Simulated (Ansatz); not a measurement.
A series at Ge: from `[SiH3][GeH]([SiH3])[SiH3]`, ligands are replaced one by one, each step taking up H₂ and setting free SiH₄; n counts the steps. Ansatz, PBE0-D4/def2-TZVP geometries.

| n | molecule | HOMO energy, ωB97M-V/def2-TZVPP (eV) |
| --- | --- | --- |
| 0 | `[SiH3][GeH]([SiH3])[SiH3]` | ? |
| 1 | `[SiH3][GeH2][SiH3]` | -9.90 |
| 2 | `[SiH3][GeH3]` | -10.34 |
| 3 | GeH₄ | -11.91 |

Problem. By hand: fit a straight line y = ȳ + b (n − n̄) to the 3 given rows and predict n = 0.

Solution. n̄ = 2.000, ȳ = -10.717; Σ(n − n̄)(y − ȳ) = -2.010, Σ(n − n̄)² = 2.000, so b = -1.005 eV a step. Prediction: -10.717 + (-1.005) × (-2.000) = -8.71 eV.

Problem. By hand: compare with the computed value, -9.86 eV, and give the steps along the whole series.

Solution. The line misses by -1.15 eV (computed minus predicted). Steps: -0.04, -0.44, -1.57 eV.

One step carries most of the change, so a line is a poor guide. The highest orbital can change its character along such a series. The miss is 56.1 % of the series' range.
